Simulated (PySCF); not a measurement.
CH₈FNOSi₂, SMILES F[Si@H](N)[SiH2]OC.

Geometry optimised at PBE0-D3(BJ)/def2-SVP. The structure was generated by enumeration; whether it is a known compound was not checked. Other conformers were not sampled.

Method: SMD-B3LYP/6-31G* in PySCF.

Solvation free energies are E(SMD) − E(gas) at the gas-phase geometry, for 1 M in both phases. In vacuum the dipole moment is 2.13 D.

```tsv
solvent	ΔG(solv) (kcal/mol)	its non-electrostatic (CDS) part	dipole (D)
water	-2.3	5.4	2.84
methanol	[?]	[?]	[?]
N,N-dimethylformamide	-4.8	1.7	2.69
```

Q: Fill in the missing entries. (The exact figures need the calculation; the answer reports its results.)

A: 
- methanol, ΔG(solv) (kcal/mol): -5.8
- methanol, its non-electrostatic (CDS) part: 1.8
- methanol, dipole (D): 2.81
